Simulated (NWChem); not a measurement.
All runs are NWChem calculations. System: B$_{2}$F$_{3}$, charge 0, spin multiplicity 2, at a geometry optimised with UPBE/def2-SVP. The structure started from a generated list of species. Its SCF solution wasn't tested for a lower state. Level: UB3LYP/def2-TZVP, VWN1-RPA local correlation.

Input file:

```
start mol
memory heap 200 mb stack 900 mb global 1100 mb
geometry units angstroms nocenter noautoz
  F     -2.245224    -0.181641     0.000000
  B     -1.065154     0.371473     0.000000
  B      0.568143     0.014145     0.000000
  F      1.260671    -0.016296     1.144359
  F      1.260671    -0.016296    -1.144359
  symmetry group Cs
end
basis spherical
  * library def2-tzvp
end
dft
  xc b3lyp
  odft
  mult 2
  semidirect memsize 60000000 filesize 0
  iterations 100
end
task dft energy
```

Output (cleaned and shortened):

```
             Northwest Computational Chemistry Package (NWChem) 7.3.0
             --------------------------------------------------------

                                NWChem Input Module
                                -------------------

 Scaling coordinates for geometry "geometry" by  1.889725989
 (inverse scale =  0.529177249)

 Turning off AUTOSYM since
 SYMMETRY directive was detected!

                             Geometry "geometry" -> ""
                             -------------------------

 Output coordinates in angstroms (scale by  1.889725989 to convert to a.u.)

  No.       Tag          Charge          X              Y              Z
 ---- ---------------- ---------- -------------- -------------- --------------
    1 F                    9.0000    -2.24522400    -0.18164100     0.00000000
    2 B                    5.0000    -1.06515400     0.37147300     0.00000000
    3 B                    5.0000     0.56814300     0.01414500     0.00000000
    4 F                    9.0000     1.26067100    -0.01629600     1.14435900
    5 F                    9.0000     1.26067100    -0.01629600    -1.14435900

 Effective nuclear repulsion energy (a.u.)     130.3460025494

            Nuclear Dipole moment (a.u.)
            ----------------------------
        X                 Y               Z
 ---------------- ---------------- ----------------
     0.0000132281    -0.0000132281     0.0000000000

      Symmetry information
      --------------------

 Group name             Cs
 Group number              2
 Group order               2
 No. of unique centers     4

      Symmetry unique atoms

     1    2    3    4


 Summary of "ao basis" -> "" (spherical)
 ------------------------------------------------------------------------------
       Tag                 Description            Shells   Functions and Types
 ---------------- ------------------------------  ------  ---------------------
 *                         def2-tzvp                  on all atoms

                                 NWChem DFT Module
                                 -----------------

 Summary of "ao basis" -> "ao basis" (spherical)
 ------------------------------------------------------------------------------
       Tag                 Description            Shells   Functions and Types
 ---------------- ------------------------------  ------  ---------------------
 F                         def2-tzvp                11       31   5s3p2d1f
 B                         def2-tzvp                11       31   5s3p2d1f

 Summary of "ao basis" -> "ao basis" (spherical)
 ------------------------------------------------------------------------------
       Tag                 Description            Shells   Functions and Types
 ---------------- ------------------------------  ------  ---------------------
 F                         def2-tzvp                11       31   5s3p2d1f
 B                         def2-tzvp                11       31   5s3p2d1f

      Symmetry analysis of basis
      --------------------------

        a'         94
        a"         61

            General Information
            -------------------
          SCF calculation type: DFT
          Wavefunction type:  spin polarized.
          No. of atoms     :     5
          No. of electrons :    37
           Alpha electrons :    19
            Beta electrons :    18
          Charge           :     0
          Spin multiplicity:     2
          Use of symmetry is: on ; symmetry adaption is: on
          Maximum number of iterations: 100
          AO basis - number of functions:   155
                     number of shells:    55
          Convergence on energy requested:  1.00D-06
          Convergence on density requested:  1.00D-05
          Convergence on gradient requested:  5.00D-04

              XC Information
              --------------
                         B3LYP Method XC Potential
                     Hartree-Fock (Exact) Exchange  0.200
                        Slater Exchange Functional  0.800 local
                    Becke 1988 Exchange Functional  0.720 non-local
              Lee-Yang-Parr Correlation Functional  0.810
                  VWN I RPA Correlation Functional  0.190 local

             Grid Information
             ----------------
          Grid used for XC integration:  medium
          Radial quadrature: Mura-Knowles
          Angular quadrature: Lebedev.
          Tag              B.-S. Rad. Rad. Pts. Rad. Cut. Ang. Pts.
          ---              ---------- --------- --------- ---------
          F                   0.50       49          10.0       434
          B                   0.85       49           9.0       434
          Grid pruning is: on
          Number of quadrature shells:   196
          Spatial weights used:  Erf1

          Convergence Information
          -----------------------
          Convergence aids based upon iterative change in
          total energy or number of iterations.
          Levelshifting, if invoked, occurs when the
          HOMO/LUMO gap drops below (HL_TOL):  1.00D-02
          DIIS, if invoked, will attempt to extrapolate
          using up to (NFOCK): 10 stored Fock matrices.

                    Damping( 0%)  Levelshifting(0.5)       DIIS
                  --------------- ------------------- ---------------
          dE  on:    start            ASAP                start
          dE off:    2 iters        100 iters           100 iters

      Screening Tolerance Information
      -------------------------------
          Density screening/tol_rho:  1.00D-10
          AO Gaussian exp screening on grid/accAOfunc:  14
[...]
              MO Center= -4.8D-01,  6.9D-02,  4.8D-15, r^2= 4.1D+00
   Bfn.  Coefficient  Atom+Function         Bfn.  Coefficient  Atom+Function
  ----- ------------  ---------------      ----- ------------  ---------------
    35      0.730209  2 B  s                 36     -0.529435  2 B  s
    67     -0.488089  3 B  s                 43      0.373371  2 B  px
    69      0.322454  3 B  py                72      0.298592  3 B  py
    75      0.229583  3 B  py                41     -0.228063  2 B  py
    66      0.202083  3 B  s                 71      0.203033  3 B  px

 Vector   22  Occ=0.000000D+00  E= 4.112161D-02  Symmetry=a'
              MO Center=  1.2D+00,  1.8D-01, -2.8D-14, r^2= 5.4D+00
   Bfn.  Coefficient  Atom+Function         Bfn.  Coefficient  Atom+Function
  ----- ------------  ---------------      ----- ------------  ---------------
    66      2.588992  3 B  s                 67     -2.076577  3 B  s
    40     -0.613145  2 B  px                65     -0.361241  3 B  s
    74     -0.348856  3 B  px                35     -0.325473  2 B  s
    86      0.264192  3 B  d  2              71     -0.223871  3 B  px
    34      0.210988  2 B  s                  5     -0.201298  1 F  s

                     DFT Final Beta Molecular Orbital Analysis
                     -----------------------------------------

 Vector   16  Occ=1.000000D+00  E=-4.467060D-01  Symmetry=a"
              MO Center=  1.2D+00, -1.2D-02,  3.6D-14, r^2= 1.8D+00
   Bfn.  Coefficient  Atom+Function         Bfn.  Coefficient  Atom+Function
  ----- ------------  ---------------      ----- ------------  ---------------
   100      0.358961  4 F  py               131     -0.358961  5 F  py
   103      0.287907  4 F  py               134     -0.287907  5 F  py
   106      0.187862  4 F  py               137     -0.187862  5 F  py
    83      0.034584  3 B  d -1              78      0.032103  3 B  d -1

 Vector   17  Occ=1.000000D+00  E=-4.347887D-01  Symmetry=a"
              MO Center=  1.2D+00, -1.7D-02,  8.3D-14, r^2= 1.9D+00
   Bfn.  Coefficient  Atom+Function         Bfn.  Coefficient  Atom+Function
  ----- ------------  ---------------      ----- ------------  ---------------
   101     -0.270256  4 F  pz               132     -0.270256  5 F  pz
    99      0.247297  4 F  px               130     -0.247297  5 F  px
   104     -0.212379  4 F  pz               135     -0.212379  5 F  pz
   102      0.198551  4 F  px               133     -0.198551  5 F  px
   105      0.141133  4 F  px               136     -0.141133  5 F  px

 Vector   18  Occ=1.000000D+00  E=-3.930668D-01  Symmetry=a'
              MO Center=  2.7D-01,  1.6D-01, -2.1D-14, r^2= 2.2D+00
   Bfn.  Coefficient  Atom+Function         Bfn.  Coefficient  Atom+Function
  ----- ------------  ---------------      ----- ------------  ---------------
    35      0.266649  2 B  s                 99      0.244287  4 F  px
   130      0.244287  5 F  px                34      0.207622  2 B  s
    37      0.206708  2 B  px               102      0.195199  4 F  px
   133      0.195199  5 F  px                68     -0.185160  3 B  px
    40      0.126707  2 B  px               105      0.126217  4 F  px

 Vector   19  Occ=0.000000D+00  E=-9.771824D-02  Symmetry=a'
              MO Center= -5.7D-01,  4.4D-01,  4.4D-15, r^2= 2.6D+00
   Bfn.  Coefficient  Atom+Function         Bfn.  Coefficient  Atom+Function
  ----- ------------  ---------------      ----- ------------  ---------------
    36      0.591399  2 B  s                 67     -0.407950  3 B  s
    38      0.292250  2 B  py                41      0.276602  2 B  py
    72      0.213636  3 B  py                44      0.210784  2 B  py
    69      0.192976  3 B  py                 7     -0.143519  1 F  py
    43      0.134905  2 B  px                13     -0.134144  1 F  py

 Vector   20  Occ=0.000000D+00  E=-6.869458D-02  Symmetry=a"
              MO Center= -8.9D-01,  3.2D-01, -1.7D-14, r^2= 2.4D+00
   Bfn.  Coefficient  Atom+Function         Bfn.  Coefficient  Atom+Function
  ----- ------------  ---------------      ----- ------------  ---------------
    42      0.392649  2 B  pz                39      0.389449  2 B  pz
    45      0.316264  2 B  pz                14     -0.191439  1 F  pz
     8     -0.186775  1 F  pz                11     -0.148679  1 F  pz
    76      0.137240  3 B  pz                85      0.092249  3 B  d  1
    99      0.083902  4 F  px               130     -0.083902  5 F  px

 Vector   21  Occ=0.000000D+00  E=-1.185627D-02  Symmetry=a'
              MO Center= -9.4D-01,  1.6D-01,  2.2D-14, r^2= 4.8D+00
   Bfn.  Coefficient  Atom+Function         Bfn.  Coefficient  Atom+Function
  ----- ------------  ---------------      ----- ------------  ---------------
    35      0.951407  2 B  s                 36     -0.784104  2 B  s
    67     -0.588702  3 B  s                 43      0.469449  2 B  px
    66      0.323489  3 B  s                 69      0.255313  3 B  py
    41     -0.234790  2 B  py                72      0.214590  3 B  py
    71      0.203817  3 B  px                75      0.184774  3 B  py

   alpha - beta orbital overlaps
   -----------------------------

   alpha      1      2      3      4      5      6      7      8      9     10
    beta      1      2      3      4      5      6      7      8      9     10
 overlap   1.000  1.000  1.000  1.000  1.000  1.000  1.000  1.000  0.997  0.998

   alpha     11     12     13     14     15     16     17     18     19     20
    beta     11     12     14     13     15     16     17     18     19     20
 overlap   1.000  0.957  0.923  1.000  0.965  0.994  0.995  0.993  0.976  0.999

   alpha     21     22     23     24     25     26     27     28     29     30
    beta     21     22     23     24     25     26     27     28     29     30
 overlap   0.973  0.996  0.958  0.971  0.998  0.999  0.997  0.974  0.967  0.994

   alpha     31     32     33     34     35     36     37     38     39     40
    beta     31     32     33     34     35     36     37     38     39     40
 overlap   0.995  0.988  0.993  0.988  0.996  0.996  0.999  1.000  0.998  0.997

   alpha     41     42     43     44     45     46     47     48     49     50
    beta     41     42     43     44     45     46     47     48     49     50
 overlap   0.998  0.998  0.997  0.998  0.988  1.000  0.975  0.983  0.993  0.999

   alpha     51     52     53     54     55     56     57     58     59     60
    beta     51     53     52     54     55     56     57     58     59     60
 overlap   0.996  0.963  0.999  0.936  0.998  0.948  0.999  0.997  0.991  1.000

   alpha     61     62     63     64     65     66     67     68     69     70
    beta     61     62     63     64     65     66     67     68     69     70
 overlap   0.992  0.998  0.996  0.998  0.945  0.943  0.975  0.980  0.960  0.982

   alpha     71     72     73     74     75     76     77     78     79     80
    beta     71     72     73     74     76     75     77     79     78     80
 overlap   0.981  0.992  0.979  0.918  0.921  0.989  0.990  0.991  0.985  0.994

   alpha     81     82     83     84     85     86     87     88     89     90
    beta     81     82     83     84     85     86     87     88     89     90
 overlap   0.999  0.996  0.998  0.999  0.999  0.999  0.999  0.999  0.995  0.988

   alpha     91     92     93     94     95     96     97     98     99    100
    beta     91     92     93     94     95     96     97     98     99    100
 overlap   0.990  1.000  0.994  0.993  1.000  0.995  1.000  1.000  0.999  1.000

   alpha    101    102    103    104    105    106    107    108    109    110
    beta    101    102    103    104    105    106    107    108    109    110
 overlap   0.999  1.000  1.000  1.000  1.000  1.000  1.000  1.000  1.000  1.000

   alpha    111    112    113    114    115    116    117    118    119    120
    beta    111    112    113    114    115    116    117    118    119    120
 overlap   1.000  1.000  0.999  0.999  1.000  1.000  1.000  1.000  1.000  1.000

   alpha    121    122    123    124    125    126    127    128    129    130
    beta    121    122    123    124    125    126    127    128    129    130
 overlap   1.000  1.000  1.000  1.000  1.000  1.000  0.998  1.000  0.998  1.000

   alpha    131    132    133    134    135    136    137    138    139    140
    beta    131    132    133    134    135    136    137    138    139    140
 overlap   1.000  1.000  1.000  1.000  1.000  0.987  1.000  0.987  1.000  1.000

   alpha    141    142    143    144    145    146    147    148    149    150
    beta    141    142    143    144    145    146    147    148    149    150
 overlap   1.000  1.000  1.000  1.000  1.000  1.000  0.999  0.999  1.000  1.000

   alpha    151    152    153    154    155
    beta    151    152    153    154    155
 overlap   1.000  1.000  1.000  1.000  1.000

     --------------------------
     Expectation value of S2:
     --------------------------
      <S2> =      0.7548 (Exact =     0.7500)

 center of mass
 --------------
 x =  -0.00540386 y =   0.00419264 z =   0.00000000

 moments of inertia (a.u.)
 ------------------
         185.398663949476          -9.642845896819           0.000000000000
          -9.642845896819         792.641139722342           0.000000000000
           0.000000000000           0.000000000000         622.654659693697

     Multipole analysis of the density
     ---------------------------------

     L   x y z        total         alpha         beta         nuclear
     -   - - -        -----         -----         ----         -------
     0   0 0 0     -0.000000    -19.000000    -18.000000     37.000000

     1   1 0 0     -0.467456      0.547144     -1.014614      0.000013
     1   0 1 0     -0.043676     -0.537650      0.493987     -0.000013
     1   0 0 1      0.000000     -0.000000      0.000000      0.000000

     2   2 0 0    -21.623496   -158.432049   -153.387629    290.196183
     2   1 1 0     -0.013068     -1.166318     -3.712092      4.865342
     2   1 0 1     -0.000000     -0.000000      0.000000      0.000000
     2   0 2 0    -19.101126    -13.407481     -9.238579      3.544933
     2   0 1 1     -0.000000     -0.000000     -0.000000      0.000000
     2   0 0 2    -20.217569    -52.823552    -51.571272     84.177254

 Task  times  cpu:        7.5s     wall:        7.5s

 Total times  cpu:        7.6s     wall:        7.6s
```
